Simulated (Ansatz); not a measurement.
Geometry optimisation, RKS PBE-D4/def2-mTZVP in Ansatz.

The input (input.yaml):

```yaml
crystal:
  periodic: [false, false, false]
  atoms:
    - { symbol: B, position_ang: [-0.040023, 0.582553, -0.158592] }
    - { symbol: O, position_ang: [-0.162558, -0.460069, 2.236559] }
    - { symbol: H, position_ang: [-1.134519, -0.557653, 2.224307] }
    - { symbol: O, position_ang: [1.201842, 0.053482, -0.417571] }
    - { symbol: H, position_ang: [1.205031, -0.911475, -0.558181] }
    - { symbol: O, position_ang: [-1.26757, 0.05919, -0.500488] }
    - { symbol: H, position_ang: [-1.221691, -0.812142, -0.937194] }
    - { symbol: S, position_ang: [-0.099456, 2.334226, 0.517078] }
    - { symbol: H, position_ang: [1.254085, 2.425802, 0.665357] }
    - { symbol: H, position_ang: [-0.052741, 0.515785, 2.373025] }
basis:
  gaussian: { orbitals: def2-mTZVP }
hamiltonian:
  xc: pbe
  dispersion: d4
relax:
  f_tol: 0.03
  max_steps: 50
```

Command:

```bash
$ ansatz run input.yaml --threads 4 --pin off --max-ram 5120MiB --backend cpu --events-out ev --progress --plain --runs-dir out
```

Q: Where does it end, and by what steps?

A: The forces met the threshold. The force dipped under the threshold on the way, but the program's further checks kept it going. After 18 steps the energy has fallen by 0.044 eV; O2 moved furthest, 0.40 Å.

```
step  energy less start (eV)  largest force component (eV/Å)  accepted
   0                  0.0000                           0.504       yes
   1                 -0.0278                           0.442       yes
   2                 -0.0050                           1.351        no
   3                 -0.0371                           0.254       yes
   4                 -0.0297                           0.619        no
   5                 -0.0402                           0.147       yes
   6                 -0.0413                           0.137       yes
   7                 -0.0427                           0.087       yes
   8                 -0.0430                           0.048       yes
   9                 -0.0432                           0.106       yes
  10                 -0.0438                           0.030       yes
  11                 -0.0440                           0.027       yes
  12                 -0.0437                           0.174        no
  13                 -0.0442                           0.044       yes
  14                 -0.0441                           0.114        no
  15                 -0.0443                           0.026       yes
  16                 -0.0444                           0.045       yes
  17                 -0.0444                           0.032       yes
  18                 -0.0444                           0.027       yes
```

```xyz
10
Properties=species:S:1:pos:R:3
B 0.018 0.631 -0.220
O -0.397 -0.567 2.541
H -1.196 -0.443 1.993
O 1.243 0.123 -0.575
H 1.243 -0.821 -0.820
O -1.208 0.008 -0.363
H -1.164 -0.877 -0.767
S -0.054 2.330 0.485
H 1.297 2.495 0.483
H -0.100 0.351 2.688
```

Whether the end is a true minimum wasn't checked by a vibrational analysis.

The run took 21 s on 4 threads of Arm Neoverse V2 (shared host), peak memory 0.16 GiB.
